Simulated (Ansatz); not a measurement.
Ansatz (a program for electronic structure) input (B3LYP-D3(BJ)/def2-TZVP):

Ansatz 0.2 input:
```yaml
crystal:
  periodic: [false, false, false]
  atoms:
    - {symbol: Sb, position_ang: [0.02751536, 0.00807482, 0.64696714]}
    - {symbol: Cl, position_ang: [0.98575062, -1.59704276, -0.99434820]}
    - {symbol: Cl, position_ang: [-1.06829669, 1.57281829, -0.94655323]}
basis:
  gaussian:
    orbitals: def2-TZVP
hamiltonian:
  xc: b3lyp
  dispersion: d3bj
total_charge: -1
phonons: {temperatures: {t_min: 298.15, t_max: 298.15, t_step: 100}}
```

Output:

```
Functional definition: B3LYP
integrals: 0.05 GiB planned
962 factors; their error is unknown
mean field: 0.46 GiB planned
mean field evaluation 1: about -31589.7209 eV, gradient 1.7e1 eV
mean field evaluation 2: about -31589.4788 eV, gradient 2.0e1 eV
mean field evaluation 4: about -31590.2184 eV, gradient 6.9e-1 eV
mean field evaluation 8: about -31590.4208 eV, gradient 8.3e-2 eV
mean field evaluation 16: about -31590.4209 eV, gradient 2.8e-5 eV
mean field -31590.42086335 eV, -1160.9265539716 hartree, gradient 2.8e-5 eV, S^2 0.000000; 0 other end points of the search recorded, 0 dependent functions left out
the calculation of the forces begins
reference -31590.42108154 eV, -1160.9265619900 hartree; 29, 29 occupied and 95, 95 virtual orbitals, 962 factors
these checks for a lower state are left out or cut short: stability, starts, cluster_reference, orbital_swaps, neighbouring_geometries, increment
integrals: 0.05 GiB planned
962 factors; their error is unknown
mean field: 0.46 GiB planned
mean field -31590.42085762 eV, -1160.9265537614 hartree, gradient 1.5e-6 eV, S^2 0.000000; 0 other end points of the search recorded, 0 dependent functions left out
the calculation of the forces begins
reference -31590.42107584 eV, -1160.9265617805 hartree; 29, 29 occupied and 95, 95 virtual orbitals, 962 factors
these checks for a lower state are left out or cut short: stability, starts, cluster_reference, orbital_swaps, neighbouring_geometries, increment
integrals: 0.05 GiB planned
962 factors; their error is unknown
mean field: 0.46 GiB planned
mean field evaluation 32: about -31590.4208 eV, gradient 1.5e-6 eV
mean field -31590.42083355 eV, -1160.9265528767 hartree, gradient 1.5e-6 eV, S^2 0.000000; 0 other end points of the search recorded, 0 dependent functions left out
the calculation of the forces begins
reference -31590.42105172 eV, -1160.9265608943 hartree; 29, 29 occupied and 95, 95 virtual orbitals, 962 factors
these checks for a lower state are left out or cut short: stability, starts, cluster_reference, orbital_swaps, neighbouring_geometries, increment
integrals: 0.05 GiB planned
962 factors; their error is unknown
mean field: 0.46 GiB planned
mean field -31590.42092963 eV, -1160.9265564074 hartree, gradient 1.5e-6 eV, S^2 0.000000; 0 other end points of the search recorded, 0 dependent functions left out
the calculation of the forces begins
reference -31590.42114785 eV, -1160.9265644270 hartree; 29, 29 occupied and 95, 95 virtual orbitals, 962 factors
these checks for a lower state are left out or cut short: stability, starts, cluster_reference, orbital_swaps, neighbouring_geometries, increment
integrals: 0.05 GiB planned
962 factors; their error is unknown
mean field: 0.46 GiB planned
mean field -31590.42076885 eV, -1160.9265504988 hartree, gradient 1.5e-6 eV, S^2 0.000000; 0 other end points of the search recorded, 0 dependent functions left out
the calculation of the forces begins
reference -31590.42098700 eV, -1160.9265585160 hartree; 29, 29 occupied and 95, 95 virtual orbitals, 962 factors
these checks for a lower state are left out or cut short: stability, starts, cluster_reference, orbital_swaps, neighbouring_geometries, increment
integrals: 0.05 GiB planned
962 factors; their error is unknown
mean field: 0.46 GiB planned
mean field -31590.42084934 eV, -1160.9265534568 hartree, gradient 1.5e-6 eV, S^2 0.000000; 0 other end points of the search recorded, 0 dependent functions left out
the calculation of the forces begins
reference -31590.42106751 eV, -1160.9265614747 hartree; 29, 29 occupied and 95, 95 virtual orbitals, 962 factors
these checks for a lower state are left out or cut short: stability, starts, cluster_reference, orbital_swaps, neighbouring_geometries, increment
integrals: 0.05 GiB planned
962 factors; their error is unknown
mean field: 0.46 GiB planned
mean field evaluation 64: about -31590.4209 eV, gradient 1.5e-6 eV
mean field -31590.42086547 eV, -1160.9265540497 hartree, gradient 1.5e-6 eV, S^2 0.000000; 0 other end points of the search recorded, 0 dependent functions left out
the calculation of the forces begins
reference -31590.42108367 eV, -1160.9265620686 hartree; 29, 29 occupied and 95, 95 virtual orbitals, 962 factors
Total energy: -31590.61305461 eV, -1160.9336168703 hartree
Atom 0 at     0.027515     0.008075     0.646967 Å, force     0.000012     0.000003     0.000280 eV/Å
Atom 1 at     0.985751    -1.597043    -0.994348 Å, force     0.000216    -0.000344    -0.000145 eV/Å
Atom 2 at    -1.068297     1.572818    -0.946553 Å, force    -0.000228     0.000341    -0.000135 eV/Å
Dipole moment:     0.022580     0.006626     0.530925 e Å
Vibrations: 97.51 267.88 291.36 cm⁻¹, zero-point energy 0.040713 eV
```
